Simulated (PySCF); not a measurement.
One of the candidates below gave these computed data.

All candidates are C5H12N2.

| technique | computed result |
| --- | --- |
| Dipole | 1.54 D [B3LYP/def2-SVPD] |
| Polarisability | 81.0 au [B3LYP/def2-SVPD] |
| Rotational structure | rotational constants A, B, C: 3.665, 1.571, 1.180 GHz [GFN2-xTB] |
| UV, strongest line | among the 8 lowest singlet transitions: S3 at 6.03 eV (205 nm, f = 0.017) [TDDFT B3LYP/def2-SVPD] |
| Triplet | lowest triplet excitation (Tamm–Dancoff): 4.57 eV [TDA B3LYP/def2-SVPD] |
| UV, first state | lowest singlet excitation: 5.59 eV (222 nm, f = 0.009) [TDDFT B3LYP/def2-SVPD] |

Gas-phase values; electronic properties from PySCF, density fitting. Levels stand in brackets. Isolated species at its GFN2-xTB geometry (one conformer only).

Question: Which candidate is it?
A. `C=C[C@H](N)CCN`
B. `C=CN(C)NCC`
C. `CNN1CCCC1`
D. `C[C@H]1CCN(C)N1`

Answer: A. It is `C=C[C@H](N)CCN`. Numbering: `[CH2:1]=[CH:2][C@H:3]([NH2:4])[CH2:5][CH2:6][NH2:7]`. Its formula, C5H12N2, gives 1 degree of unsaturation: 0 rings and 1 π bond in the structure found. The optimised geometry has point group C1 and is an asymmetric top.

The others, at the same levels:
- `CNN1CCCC1` fails: its computed lowest singlet excitation is 5.40 eV (230 nm, f = 0.025) (against 5.59 eV), lowest triplet excitation (Tamm–Dancoff) is 5.28 eV (against 4.57 eV) and static isotropic polarisability is 77.1 au (against 81.0 au).
- `C=CN(C)NCC` fails: its computed lowest singlet excitation is 5.06 eV (245 nm, f = 0.038) (against 5.59 eV), lowest triplet excitation (Tamm–Dancoff) is 3.96 eV (against 4.57 eV) and strongest line among the 8 lowest singlet transitions is S3 at 5.69 eV (218 nm, f = 0.134) (against S3 at 6.03 eV).
- `C[C@H]1CCN(C)N1` fails: its computed lowest triplet excitation (Tamm–Dancoff) is 5.55 eV (against 4.57 eV), static isotropic polarisability is 75.8 au (against 81.0 au) and rotational constant A is 4.864 GHz (against 3.665 GHz).

Each candidate is one conformer, not necessarily the lowest. The conformers computed, where there is a choice (atom-mapped SMILES and torsion angles):
- `[CH2:1]=[CH:2][N:3]([CH3:4])[NH:5][CH2:6][CH3:7]`: C1–C2–N3–C4 159°, C2–N3–N5–C6 -90°, N3–N5–C6–C7 -179°

The conformers of `C=C[C@H](N)CCN`, `CNN1CCCC1` and `C[C@H]1CCN(C)N1` aren't listed.
